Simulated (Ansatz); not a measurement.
Consider the ligand exchange at the Si–O bond: `[SiH]O[SiH3]` + `CNC` → `CN(C)[SiH]` + `O[SiH3]`.

Gas-phase electronic energies from Ansatz, PBE0-D4/def2-TZVP geometries. CCSD(T)/CBS is the MP2 limit (def2-TZVPP, def2-QZVPP) plus CCSD(T) − MP2 in def2-TZVPP, frozen cores. Functionals use def2-TZVPP.

CCSD(T)/CBS gives +0.09 eV.

Problem. Another level gave +0.03 eV. Which?
A. ωB97M-V/def2-TZVPP
B. HF/def2-TZVPP
C. PBE-QIDH/def2-TZVPP
D. PBE/def2-TZVPP

Solution. D. PBE 0.03, ωB97M-V 0.14, PBE-QIDH 0.07, HF/def2-TZVPP 0.37 eV.

Largest T1 diagnostic among the species: 0.015.

From r2SCAN to r2SCAN0 (25 % exact exchange), in def2-TZVPP and without D4, ΔE moves by +0.04 eV. In def2-TZVPP, CCSD(T) changes the Hartree–Fock value by −0.28 eV (the triples alone add −0.06 eV) and MP2 by −0.33 eV. The D4 term adds −0.04 eV with B3LYP and −0.02 eV with PBE0; it sums over pairs of atoms, weighted by their polarisabilities, and B3LYP, whose exchange is more repulsive, gets the larger term.

B3LYP here is the variant with VWN-RPA as its local correlation; programs differ in this.
